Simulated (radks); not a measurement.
Task: Numerical settings for the argon ion Ar3+, [Ne] 3s2 3p3. Method: scalar-relativistic Kohn-Sham, r2SCAN, spin-unpolarised, spherical densities, finite nucleus; meta-GGA in the generalised Kohn-Sham scheme; Fermi nuclear charge, rms radius 3.4274 fm; computed with a radial shooting solver on a logarithmic mesh with Libxc functionals. The defaults (mesh step 0.008 in ln r, mesh end at 40 bohr or more with all orbitals vanishing there, Anderson mixing 0.5 over 9 steps, residual threshold near 1e-9 with the energy settled to 1e-9 hartree or 1e-11 of itself, here a cap of 77 iterations) give E = -526.159 hartree and 3p at -50.149 eV in 12 iterations. Run on one thread of a shared host, so times are rough (Arm Neoverse V1): 0.06 s of CPU time, 0.06 s wall, 12 iterations on 2189 mesh points. One setting is changed at a time: mesh step in ln r 0.003; mesh step in ln r 0.05; mesh step in ln r 0.2; mesh end (bohr) 1; mesh end (bohr) 5; residual threshold 0.1; residual threshold 0.01; mixing 0.05; linear mixing, mixing 0.5; linear mixing, mixing 0.8; mixing history 3; iteration cap 2. Which runs fail to converge, and which converge to a wrong energy?

Result: Not converged within the cap: mesh step in ln r 0.2; linear mixing, mixing 0.5; linear mixing, mixing 0.8; iteration cap 2. Settled on a wrong energy, with an occupied level pushed above zero by the early mesh end: mesh end (bohr) 1 (+52.7 hartree). Apart from these: no run marked as converged misses the energy by more than 1 mhartree.
